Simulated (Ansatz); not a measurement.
Geometry optimisation, DFT r2SCAN-D3(BJ), scalar-relativistic, plane waves, PAW (Ansatz).

Input:

```yaml
crystal:
  lattice:
    - [7.133492, 0.0, 0.0]
    - [0.0, 7.133492, 0.0]
    - [0.0, 0.0, 7.133492]
  atoms:
    - { symbol: O, position: [0.2325062, 0.9776452, 0.3152513] }
    - { symbol: H, position: [0.2450285, 1.0934744, 0.2455218] }
    - { symbol: H, position: [0.1983303, 0.8860904, 0.2209902] }
    - { symbol: O, position: [0.721607, 0.4173766, 0.418592] }
    - { symbol: H, position: [0.6758597, 0.5451944, 0.4208765] }
    - { symbol: H, position: [0.6219716, 0.3479081, 0.3579098] }
    - { symbol: O, position: [0.252123, 0.8088909, 0.6862586] }
    - { symbol: H, position: [0.2605947, 0.6735411, 0.6928993] }
    - { symbol: H, position: [0.1241641, 0.8319123, 0.6471184] }
    - { symbol: O, position: [0.6006186, 0.0959728, 0.8109725] }
    - { symbol: H, position: [0.7270015, 0.1454769, 0.8144539] }
    - { symbol: H, position: [0.5219427, 0.2066191, 0.8126821] }
    - { symbol: O, position: [0.8389455, 0.4248677, 0.7661398] }
    - { symbol: H, position: [0.7362374, 0.5086617, 0.7367282] }
    - { symbol: H, position: [0.8596102, 0.3564514, 0.6506946] }
    - { symbol: O, position: [0.5056983, 0.5580742, 1.0218689] }
    - { symbol: H, position: [0.4858874, 0.6623435, 0.9371879] }
    - { symbol: H, position: [0.4845953, 0.4484861, 0.9445349] }
    - { symbol: O, position: [0.1804413, 0.1685348, 0.7417782] }
    - { symbol: H, position: [0.2074064, 0.2842472, 0.807497] }
    - { symbol: H, position: [0.0710171, 0.1979744, 0.666978] }
    - { symbol: O, position: [0.8550657, 0.8213293, 0.7435201] }
    - { symbol: H, position: [0.8435763, 0.9539625, 0.7168397] }
    - { symbol: H, position: [0.7946224, 0.7612097, 0.6378429] }
    - { symbol: O, position: [0.8232373, 0.0480198, 0.1460961] }
    - { symbol: H, position: [0.8234591, 0.1797495, 0.1789999] }
    - { symbol: H, position: [0.7306654, -0.0064308, 0.2291684] }
    - { symbol: O, position: [0.0275455, 0.5114965, 0.3098897] }
    - { symbol: H, position: [0.0171484, 0.6298444, 0.2441547] }
    - { symbol: H, position: [0.034006, 0.4191892, 0.2105265] }
    - { symbol: O, position: [0.4700092, 0.5583192, 0.6041486] }
    - { symbol: C, position: [0.453865, 0.7106744, 0.4929368] }
    - { symbol: O, position: [0.5220383, 0.8629704, 0.5252684] }
    - { symbol: H, position: [0.5459188, 0.5976916, 0.7117101] }
    - { symbol: H, position: [0.3697544, 0.6750279, 0.3693694] }
basis:
  ecutwfc: 500.0
kpoints:
  mp_grid: { grid: [1, 1, 1] }
hamiltonian:
  xc: r2scan
  dispersion: d3bj
scf:
  occupations: { method: fermi_dirac, width: 0.02 }
  lower_state_search: "off"
relax:
  f_tol: 0.3
  max_steps: 15
  adjacent_minimum: "off"
output:
  write_density: true
  write_potential: true
  elf: true
  volumetric_format: npy
```

Command:

```bash
$ ansatz run input.yaml --threads 1 --pin off --max-ram 3072MiB --backend cpu --events-out ev --progress --plain --runs-dir out
```

Where does it end, and by what steps?

The run ended unconverged. Limits of this set-up: coarse k mesh. After 14 steps the energy has fallen by 6.819 eV; H5 moved furthest, 1.39 Å.

```csv
step,energy less start (eV),largest force component (eV/Å),accepted
0,0.0000,2.708,yes
1,-1.3298,1.822,yes
2,-2.4285,2.034,yes
3,-3.3260,1.465,yes
4,-4.0319,1.165,yes
5,-4.6622,1.399,yes
6,-5.1488,1.239,yes
7,-5.4957,0.846,yes
8,-5.7313,0.795,yes
9,-5.9483,1.293,yes
10,-6.1718,0.982,yes
11,-6.2778,2.528,yes
12,-6.5191,1.555,yes
13,-6.6925,0.867,yes
14,-6.8191,0.589,yes
```

```xyz
35
Lattice="7.1335 0.0000 0.0000 0.0000 7.1335 0.0000 0.0000 0.0000 7.1335" Properties=species:S:1:pos:R:3
O 1.559 7.169 2.639
H 2.104 7.502 1.918
H 0.668 7.054 2.236
O 5.479 2.402 2.706
H 5.734 3.213 2.206
H 4.513 2.438 2.824
O 1.296 5.328 5.892
H 1.280 4.744 5.117
H 0.449 5.809 5.824
O 4.210 1.162 6.426
H 4.851 1.774 6.021
H 3.399 1.215 5.881
O 6.261 2.989 5.377
H 6.037 3.915 5.573
H 6.065 2.865 4.430
O 3.553 4.170 6.810
H 2.680 4.613 6.764
H 3.362 3.223 6.911
O 1.777 1.502 5.057
H 0.956 1.986 5.218
H 1.625 0.980 4.247
O 5.799 5.944 5.574
H 5.317 6.591 6.121
H 5.411 6.045 4.689
O 6.255 -0.142 1.387
H 5.943 0.767 1.508
H 5.569 -0.661 1.841
O 0.042 4.096 1.382
H 0.061 4.915 0.851
H 0.193 3.410 0.712
O 3.182 4.166 4.062
C 3.567 4.953 3.080
O 4.456 5.779 3.145
H 3.614 4.349 4.942
H 3.023 4.725 2.142
```

The run took 5.1 min on 1 thread of Intel(R) Xeon(R) Platinum 8488C (Sapphire Rapids), on a shared host, peak memory 1.1 GiB.
